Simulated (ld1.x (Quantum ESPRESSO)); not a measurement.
# H (Z = 1) RRKJ: all-electron and pseudo phase curves

| Quantity | Value |
| --- | --- |
| Element | H |
| Generator | ld1.x (Quantum ESPRESSO) 7.5 |
| Type | norm-conserving RRKJ (Kleinman–Bylander form) |
| Functional | BLYP |
| Relativity | scalar-relativistic |
| Frozen core | none |
| Valence charge | 1 |
| Reference configuration | 1s1 |
| Partial waves | 2p channel at -0.15 Ry: rc 0.95 bohr; 1s (bound): rc 1.15 bohr |
| Local potential | the s channel |
| Core correction | none |
| rho0 | 0.001 |

The phase is arctan(r·u′/u) with u = r·R(r), unwrapped; energies in Ry, scanned from -2 to 5 Ry. A pole is an energy at which the radial function vanishes at the test radius. The pseudo phase is shifted by a multiple of π to meet the all-electron one at the reference energy, and phase errors are pseudo minus all-electron; the curves can meet again beyond the range given. Levels narrower than the energy grid can be missing from the lists of poles.

| channel | radius (bohr) | reference energy (Ry) | poles, all-electron | poles, pseudo | unbroken range about the reference energy with phases within 0.05 rad | phase error 1 Ry above the reference energy (rad) |
| --- | --- | --- | --- | --- | --- | --- |
| s | 1.25 | -0.48 | 2.76 | 2.82 | the whole range | +0.002 |
| p | 1.25 | -0.15 | none | none | the whole range | -0.000 |

Phases in the p channel:

```json
{"E (Ry)": "-2.00", "all-electron": "1.142", "pseudo": "1.142"}
{"E (Ry)": "-1.52", "all-electron": "1.115", "pseudo": "1.115"}
{"E (Ry)": "-1.04", "all-electron": "1.083", "pseudo": "1.083"}
{"E (Ry)": "-0.56", "all-electron": "1.044", "pseudo": "1.044"}
{"E (Ry)": "-0.08", "all-electron": "0.998", "pseudo": "0.998"}
{"E (Ry)": "0.40", "all-electron": "0.940", "pseudo": "0.940"}
{"E (Ry)": "0.88", "all-electron": "0.866", "pseudo": "0.866"}
{"E (Ry)": "1.36", "all-electron": "0.772", "pseudo": "0.771"}
{"E (Ry)": "1.84", "all-electron": "0.646", "pseudo": "0.645"}
{"E (Ry)": "2.32", "all-electron": "0.479", "pseudo": "0.475"}
{"E (Ry)": "2.80", "all-electron": "0.259", "pseudo": "0.252"}
{"E (Ry)": "3.28", "all-electron": "-0.012", "pseudo": "-0.025"}
{"E (Ry)": "3.76", "all-electron": "-0.307", "pseudo": "-0.325"}
{"E (Ry)": "4.24", "all-electron": "-0.580", "pseudo": "-0.601"}
{"E (Ry)": "4.72", "all-electron": "-0.803", "pseudo": "-0.824"}
```
